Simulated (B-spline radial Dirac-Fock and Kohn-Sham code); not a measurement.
**Compton profile of Ca**

System: atomic calcium, configuration [Ar] 3d2 (an excited configuration).

The run's input, task.json:

```json
{"items": [{
  "Z": 20,
  "q": 0,
  "cfg": [[1, 0, 2], [2, 0, 2], [2, 1, 6], [3, 0, 2], [3, 1, 6], [3, 2, 2]],
  "A": 40,
  "rrms": 3.4776,
  "do": ["scatter"],
  "s": [0.0, 0.04, 0.06, 0.07, 0.09, 0.11, 0.15, 0.18, 0.23, 0.3, 0.38, 0.48, 0.61, 0.78, 0.99, 1.26, 1.6, 2.04, 2.59, 3.29, 4.19, 5.32, 6.77],
  "pz": [0, 0.1, 0.2, 0.3, 0.4, 0.5, 0.6, 0.8, 1.0, 1.2, 1.4, 1.6, 1.8, 2.0, 2.5, 3.0, 4.0, 5.0, 7.0, 10.0, 15.0, 20.0, 30.0, 40.0, 60.0, 100.0],
  "hv_scatter": [5000, 17479.3, 20000, 30000, 50000, 100000, 200000, 500000]
}]}
```

Run with: `python xray_run.py task.json out`

Method: the impulse approximation on relativistic Hartree-Fock (Dirac-Fock) wave functions, averaged over the configuration. Computed with a radial finite-basis atomic code. pz is in atomic units of momentum; subshell profiles are per electron, for a selection of subshells; open shells are spread over both j values by their weights.

| pz | J total | J 1s1/2 | J 2p3/2 | J 3s1/2 | J 3d5/2 |
| --- | --- | --- | --- | --- | --- |
| 0 | 5.592 | 0.0436 | 0.0901 | 0.516 | 0.787 |
| 0.1 | 5.578 | 0.0436 | 0.0901 | 0.510 | 0.786 |
| 0.2 | 5.495 | 0.0436 | 0.0901 | 0.492 | 0.764 |
| 0.3 | 5.251 | 0.0436 | 0.0901 | 0.465 | 0.674 |
| 0.4 | 4.882 | 0.0436 | 0.0901 | 0.429 | 0.537 |
| 0.5 | 4.492 | 0.0435 | 0.0901 | 0.388 | 0.404 |
| 0.6 | 4.130 | 0.0435 | 0.0901 | 0.343 | 0.298 |
| 0.8 | 3.500 | 0.0434 | 0.0900 | 0.253 | 0.168 |
| 1 | 2.947 | 0.0433 | 0.0898 | 0.174 | 0.102 |
| 1.2 | 2.458 | 0.0431 | 0.0895 | 0.113 | 0.0663 |
| 1.4 | 2.041 | 0.0429 | 0.0890 | 0.0708 | 0.0451 |
| 1.6 | 1.702 | 0.0427 | 0.0882 | 0.0448 | 0.0318 |
| 1.8 | 1.438 | 0.0425 | 0.0873 | 0.0306 | 0.0229 |
| 2 | 1.237 | 0.0422 | 0.0860 | 0.0238 | 0.0169 |
| 2.5 | 0.9274 | 0.0415 | 0.0817 | 0.0206 | 0.00822 |
| 3 | 0.7615 | 0.0406 | 0.0757 | 0.0199 | 0.00422 |
| 4 | 0.5588 | 0.0384 | 0.0607 | 0.0126 | 0.00124 |
| 5 | 0.4090 | 0.0358 | 0.0450 | 0.00555 | 0.000406 |
| 7 | 0.2156 | 0.0300 | 0.0216 | 0.000809 | 5.89e-05 |
| 10 | 0.09356 | 0.0214 | 0.00640 | 0.000393 | 5.79e-06 |
| 15 | 0.03224 | 0.0107 | 0.000946 | 0.000244 | < 1e-6 |
| 20 | 0.01326 | 0.00510 | 0.000182 | 0.000102 | < 1e-6 |
| 30 | 0.002840 | 0.00120 | 1.30e-05 | 1.86e-05 | < 1e-6 |
| 40 | 0.0007770 | 0.000340 | 1.71e-06 | 4.52e-06 | < 1e-6 |
| 60 | 0.0001020 | 4.57e-05 | < 1e-6 | < 1e-6 | < 1e-6 |

J(0) = 5.592. The 3p3/2 subshell gives the largest part, 24 %.

Mean momentum ⟨p⟩ by subshell (a.u.): 1s1/2 16.7, 2s1/2 5.28, 2p1/2 7.09, 2p3/2 7.04, 3s1/2 1.96, 3p1/2 2.20, 3p3/2 2.19, 3d3/2 0.983, 3d5/2 0.981.
